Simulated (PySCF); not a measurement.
**Electric field gradients and quadrupole coupling constants**

CHClF3Ge (charge -1).
Z-matrix (Å and degrees, PBE0-D3(BJ)/def2-SVP geometry), rows numbered from 1:
```
F 
C   1  1.3676
F   2  1.3604  1  104.65
F   2  1.3503  1  105.07  3   110.11
Ge  2  2.0692  1  108.91  3  -121.63
Cl  5  2.3184  2   94.69  1  -164.82
H   5  1.6088  2   89.64  1   -69.62
```

Field gradients from the PBE0/pcSseg-1 density (PySCF, non-relativistic), principal values in atomic units, ordered |Vxx| ≤ |Vyy| ≤ |Vzz|:

| atom | Vxx | Vyy | Vzz |
| --- | --- | --- | --- |
| Ge5 | 0.1273 | 2.5807 | -2.7080 |
| Cl6 | -0.8312 | -1.1132 | 1.9444 |

Question: Find the asymmetry η = (Vxx − Vyy)/Vzz and the couplings χ = eQV/h (234.96 MHz × Q in barn × V in au), with Q(73Ge) = −0.196 b, Q(35Cl) = −0.0817 b.

Answer: 
```json
{"atom": "Ge5", "environment": "germanium bonded to C, Cl and H", "nucleus": "73Ge", "η": "0.91", "χzz (MHz)": "124.7", "χxx (MHz)": "-5.9", "χyy (MHz)": "-118.8"}
{"atom": "Cl6", "environment": "chlorine bonded to Ge", "nucleus": "35Cl", "η": "0.15", "χzz (MHz)": "-37.33", "χxx (MHz)": "15.96", "χyy (MHz)": "21.37"}
```

At Ge5 η is above 0.9: Vyy and Vzz are nearly equal in size and opposite in sign, so a small change could swap them and flip the sign of χzz. 

Question: What is Vzz at Cl6 in SI units (1 au = 9.71736 × 10²¹ V/m²)?

Answer: 1.9444 au = 18.895 × 10²¹ V/m².

Question: And the gradient at the other heavy atoms, for which no coupling is worked out here?

Answer: 
```csv
atom,environment,Vzz (au),η
F1,fluorine of a CF3 group,2.711,0.04
C2,CF3 carbon,-0.631,0.05
F3,fluorine of a CF3 group,2.755,0.07
F4,fluorine of a CF3 group,2.781,0.07
```

Question: What couplings would deuterons (Q(2H) = 0.00286 b) have in place of the hydrogens, at this geometry?

Answer: 
```csv
atom,bonded to,bond length (Å),Vzz (au),η,χzz (kHz)
H7,Ge5,1.609,0.1102,0.08,74
```

Isolated species at its PBE0-D3(BJ)/def2-SVP geometry, gas phase. The calculation is non-relativistic, for germanium too. The pcSseg-1 basis has no diffuse functions, a weakness for an anion. These gradients aren't converged with respect to the basis.

These values come from a run that also computed NMR shieldings. The run took 11 s on one thread, Arm Neoverse V1, no GPU, shared host.
